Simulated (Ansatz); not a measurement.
Total energies of (H2Al-mu-Cl)2 (Al₂H₄Cl₂) from Ansatz at PBE0-D4/def2-TZVP, gas phase (1 Eh = 27.2114 eV = 2625.5 kJ/mol). The reference geometry is relaxed at r2SCAN-D4/def2-SVP.

Cartesian coordinates in Å:
```
Al 0.665 -0.895 1.214
H -0.317 -1.371 2.351
H 2.211 -1.174 1.099
Cl 0.305 1.371 0.844
Al -0.664 0.895 -1.214
H 0.325 1.366 -2.346
H -2.210 1.180 -1.108
Cl -0.315 -1.372 -0.839
```

```csv
state,geometry,energy (Eh)
charge 0 singlet,reference,-1407.32005
charge 1 doublet,reference,-1406.94266
free Al atom (doublet),–,-242.24894
free H atom (doublet),–,-0.50104
free Cl atom (doublet),–,-459.99739
```

Problem. Work out the vertical ionisation energy to the doublet.

Solution. E(charge 1 doublet) − E(charge 0 singlet) = -1406.94266 − (-1407.32005) = 0.37739 Eh = 10.27 eV. For comparison, −ε of the highest occupied level is 8.42 eV at this level, 1.85 eV less.

Problem. What is the binding energy per atom against free atoms?

Solution. Atoms: 2 × (-242.24894) + 4 × (-0.50104) + 2 × (-459.99739) = -1406.49682 Eh. Binding: -1406.49682 − (-1407.32005) = 0.82323 Eh = 22.40 eV, or 2.80 eV for each of 8 atoms (no zero-point energy, no counterpoise term).
